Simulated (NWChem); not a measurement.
System: GeF₃, doublet; SMILES [F][Ge]([F])[F]

Here is an NWChem input.

```
start job
memory heap 200 mb stack 900 mb global 1100 mb
geometry units angstroms noautoz
  F     -0.481370     1.523551    -0.407871
  Ge     0.000000     0.000000     0.248664
  F     -1.078749    -1.178654    -0.407871
  F      1.560119    -0.344897    -0.407871
end
basis spherical
  F library 6-31g*
  Ge library 6-31g*
end
dft
  odft
  mult 2
  xc m06-2x
  iterations 150
  mulliken
end
task dft energy
```

In the optimisation the excess spin sits in a (C3, its own frame). Structure relaxed at the PBE0/def2-SVP, spin-unrestricted level. No stability test was run on the SCF state.

Q: Predict the main results of this run. (M06-2X/6-31G* (spherical d), spin-unrestricted.) Quantities: energy (Ha); highest occupied level (eV); lowest empty minus highest occupied level, either spin (eV); dipole (D); <S²>.

A: 
```
Item                                                            Value
-----------------------------------------------------------  --------
energy (Ha)                                                  -2376.21
highest occupied level (eV)                                     -9.77
lowest empty minus highest occupied level, either spin (eV)      5.69
dipole (D)                                                       2.21
<S²>                                                            0.754
```
